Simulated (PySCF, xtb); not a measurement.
trisilylphosphine (H₉PSi₃), SMILES [SiH3]P([SiH3])[SiH3].

Harmonic wavenumbers (cm⁻¹) from GFN2-xTB run with xtb at its own minimum, in rising order: 80, 81, 95, 105, 106, 122, 418, 479, 479, 489, 490, 498, 544, 574, 574, 747, 747, 753, 753, 762, 772, 783, 788, 788, 2211, 2212, 2232, 2263, 2263, 2264, 2272, 2282, 2282.

### Question
What does PBE0-D3(BJ)/def2-SVP (PySCF 2.14.0) give at its own minimum? (Estimate from the structure and the level; the computed values follow.)

### Answer
56, 102, 102, 124, 124, 131, 411, 463, 463, 523, 563, 563, 628, 630, 630, 873, 873, 919, 923, 923, 934, 937, 940, 940, 2210, 2210, 2217, 2234, 2234, 2238, 2241, 2244, 2244. Paired by order, the mean absolute difference is 63 cm⁻¹ and the zero-point energies are 46.2 and 48.4 kcal/mol.
